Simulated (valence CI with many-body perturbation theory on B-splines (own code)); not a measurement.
## Level structure of Tl⁶⁷⁺

Calculated by relativistic CI+MBPT: four valence electrons over a frozen Dirac-Fock core [Ne], radial functions for each j: 11 s, 11 p, 9 d, 7 f, 5 g, 2 h, 1 i, with the one-electron correlation potential Σ1 (screened to all orders), the two-electron term Σ2, the three-electron term Σ3, Breit, model QED; selected single and double excitations, second order for the rest (own B-spline code, finite nucleus).

The last digits are not significant, and no measured levels were compared; by estimate large intervals hold to a few tenths of a per cent, small ones and those within an open d or f shell to about a per cent.

Levels 46 to 72 of 72, with energies above the lowest level, (3s^2 3p1/2^2) J=0. "Leading %" is the weight of the configuration and term that name the level; weights of strongly mixed levels are sums over their largest components and can fall short. In the jj column 3d3/2^4 stands for four electrons in 3d with j = 3/2.

| No. | Configuration | Term | J | E (eV) | Leading % | Second component | g | Leading jj |
| --- | --- | --- | --- | --- | --- | --- | --- | --- |
| 46 | 3s 3p2 3d | 5D | 4 | 1631.4 | 46 | 36 % 3s 3p2 3d 5F | 1.377 | 3s 3p1/2 3p3/2 3d5/2 (99 %) |
| 47 | 3s2 3d2 | 3F | 2 | 1650.1 | 45 | 18 % 3s2 3d2 1D | 0.838 | 3s^2 3d3/2^2 (64 %) |
| 48 | 3s 3p2 3d | 3P | 2 | 1655.2 | 34 | 16 % 3s 3p2 3d 5D | 1.348 | 3s 3p1/2 3p3/2 3d5/2 (94 %) |
| 49 | 3s 3p2 3d | 3G | 5 | 1657.1 | 61 | 39 % 3s 3p2 3d 5F | 1.260 | 3s 3p1/2 3p3/2 3d5/2 (100 %) |
| 50 | 3s 3p2 3d | 3F | 3 | 1665.7 | 42 | 27 % 3s 3p2 3d 5P | 1.285 | 3s 3p1/2 3p3/2 3d5/2 (97 %) |
| 51 | 3s 3p2 3d | 3D | 3 | 1677.6 | 62 | 10 % 3s 3p2 3d 5D | 1.286 | 3s 3p1/2 3p3/2 3d5/2 (97 %) |
| 52 | 3s 3p2 3d | 3P | 1 | 1678.6 | 37 | 27 % 3s 3p2 3d 3D | 1.162 | 3s 3p1/2 3p3/2 3d5/2 (96 %) |
| 53 | 3s2 3d2 | 3P | 0 | 1678.7 | 47 | 24 % 3s 3p2 3d 3P |  | 3s^2 3d3/2^2 (70 %) |
| 54 | 3s 3p2 3d | 3F | 4 | 1681.6 | 42 | 34 % 3s 3p2 3d 1G | 1.169 | 3s 3p1/2 3p3/2 3d5/2 (94 %) |
| 55 | 3s 3p2 3d | 1D | 2 | 1686.1 | 34 | 14 % 3s 3p2 3d 3F | 1.108 | 3s 3p1/2 3p3/2 3d5/2 (90 %) |
| 56 | 3s 3p2 3d | 3D | 3 | 1694.2 | 36 | 22 % 3s 3p2 3d 3F | 1.189 | 3s 3p1/2 3p3/2 3d5/2 (90 %) |
| 57 | 3s 3p2 3d | 3F | 4 | 1697.5 | 48 | 29 % 3s 3p2 3d 3G | 1.145 | 3s 3p1/2 3p3/2 3d5/2 (89 %) |
| 58 | 3s 3p2 3d | 3D | 1 | 1700.3 | 38 | 23 % 3s 3p2 3d 1P | 0.943 | 3s 3p1/2 3p3/2 3d5/2 (91 %) |
| 59 | 3s 3p2 3d | 3P | 1 | 1714.0 | 27 | 27 % 3s 3p2 3d 3S | 1.315 | 3s 3p1/2 3p3/2 3d5/2 (91 %) |
| 60 | 3s 3p2 3d | 1F | 3 | 1715.4 | 37 | 30 % 3s 3p2 3d 3F | 1.088 | 3s 3p1/2 3p3/2 3d5/2 (86 %) |
| 61 | 3s 3p2 3d | 3D | 2 | 1716.1 | 19 | 16 % 3s 3p2 3d 1D | 1.168 | 3s 3p1/2 3p3/2 3d5/2 (79 %) |
| 62 | 3s 3p2 3d | 3P | 0 | 1717.5 | 48 | 41 % 3s 3p2 3d 1S |  | 3s 3p1/2 3p3/2 3d5/2 (88 %) |
| 63 | 3s 3p2 3d | 3D | 2 | 1725.6 | 33 | 27 % 3s 3p2 3d 3P | 1.167 | 3s 3p1/2 3p3/2 3d5/2 (96 %) |
| 64 | 3p3 3d | 3D° | 2 | 1748.4 | 15 | 13 % 3p3 3d 3F° | 0.898 | 3p1/2^2 3p3/2 3d3/2 (62 %) |
| 65 | 3s2 3d2 | 3F | 3 | 1761.7 | 76 | 8 % 3s 3p2 3d 3F | 1.074 | 3s^2 3d3/2 3d5/2 (76 %) |
| 66 | 3p3 3d | 3P° | 0 | 1763.8 | 51 | 19 % 3p3 3d 5D° |  | 3p1/2^2 3p3/2 3d3/2 (80 %) |
| 67 | 3p3 3d | 3F° | 3 | 1770.3 | 22 | 18 % 3p3 3d 3G° | 1.047 | 3p1/2^2 3p3/2 3d3/2 (81 %) |
| 68 | 3p3 3d | 3D° | 1 | 1770.7 | 32 | 25 % 3p3 3d 3P° | 1.062 | 3p1/2^2 3p3/2 3d3/2 (89 %) |
| 69 | 3s2 3d2 | 1G | 4 | 1773.0 | 63 | 24 % 3s2 3d2 3F | 1.063 | 3s^2 3d3/2 3d5/2 (86 %) |
| 70 | 3s2 3d2 | 3P | 2 | 1773.7 | 39 | 22 % 3s2 3d2 1D | 1.167 | 3s^2 3d3/2 3d5/2 (78 %) |
| 71 | 3s 3p 3d2 | 5G° | 2 | 1774.9 | 44 | 21 % 3s 3p 3d2 3F° | 0.632 | 3s 3p1/2 3d3/2^2 (72 %) |
| 72 | 3s2 3d2 | 3P | 1 | 1778.6 | 82 | 6 % 3s 3p2 3d 3P | 1.474 | 3s^2 3d3/2 3d5/2 (82 %) |
